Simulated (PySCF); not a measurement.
**Hg2Se: one-bond stretch**

All numbers come from B3LYP/[Se def2-SVP, Hg def2-SVP with ECP60], scalar-relativistic core potentials, density fitting, no spin–orbit coupling, PySCF.

Rigid scan from the singlet minimum (Se–Hg 2.611 Å (×2); Hg–Se–Hg 180.0°). Coordinate: the bond from Se to the last atom (Hg) scaled, the rest fixed. Energies in kJ/mol from the minimum.

(1) Predict the curve at 0.92, 0.96, 1.00, 1.05, 1.12, 1.20, 1.35, 1.55, 1.80, 2.20.

Answers

(1) 
| scale of one bond | E (kJ/mol) | dipole size (D) |
| --- | --- | --- |
| 0.92 | 12.6 | 0.53 |
| 0.96 | 2.6 | 0.27 |
| 1.00 | 0.0 | 0.00 |
| 1.05 | 2.7 | 0.34 |
| 1.12 | 11.4 | 0.83 |
| 1.20 | 22.8 | 1.38 |
| 1.35 | 39.8 | 2.31 |
| 1.55 | 51.5 | – |
| 1.80 | 56.1 | – |
| 2.20 | 57.0 | – |

At long bonds a restricted determinant can lie too high, and another spin state can fall below this curve.

Spin–orbit coupling, left out here, can matter for elements this heavy.
